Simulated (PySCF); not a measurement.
## Two-component Hartree-Fock for C⁺ (carbon, charge +1)

Start: [He] 2s2 2p1; 2p1/2 filled at m_j = +1/2. Calculated with PySCF 2.14 in an uncontracted even-tempered set (19 s from 0.06 bohr⁻², ratio 2.4; 11 p from 0.077 bohr⁻², ratio 2.4; 6 d from 0.58 bohr⁻², ratio 2.6; 5 f from 0.87 bohr⁻², ratio 2.6): generalised Hartree-Fock with the X2C-1e Hamiltonian and a Gaussian nucleus; one run each with spin-orbit coupling (SO) switched off, then screened by Boettger's factors.

| spinor shell | electrons | ε, spin-free (eV) | ε, screened SO (eV) | weight of nominal j (screened SO) | rms radius, screened SO (bohr) |
| --- | --- | --- | --- | --- | --- |
| 1s1/2 | 2 | -323.85 | -323.84 | 1.000 | 0.311 |
| 2s1/2 | 2 | -31.471 | -31.470 | 0.998 | 1.61 |
| 2p1/2 | 1 | -24.908 | -24.913 | 0.899 | 1.63 |

| quantity | spin-free | screened SO |
| --- | --- | --- |
| E (hartree) | -37.31275 | -37.31295 |
| M_J | 1/2 | 1/2 |
| ⟨J²⟩ | 1.084 | 1.060 |
| ⟨L²⟩ | 2.019 | 2.019 |
| ⟨S²⟩ | 0.756 | 0.756 |

The determinant has a definite M_J but mixes levels of different J.

Each row is a mean over spinors that exchange with the open shell spreads, by up to 1.127 eV (2s1/2).

Rows whose weight is well below 1 are mixtures of j = l ± 1/2: exchange outweighs spin-orbit coupling there, and the label is only the starting occupation.

Without spin-orbit coupling the j labels of p, d and f shells carry no meaning; the spin-free column gives the mean over the occupied spinors of each nl shell, and its ⟨J²⟩ belongs to a mixture of degenerate components.
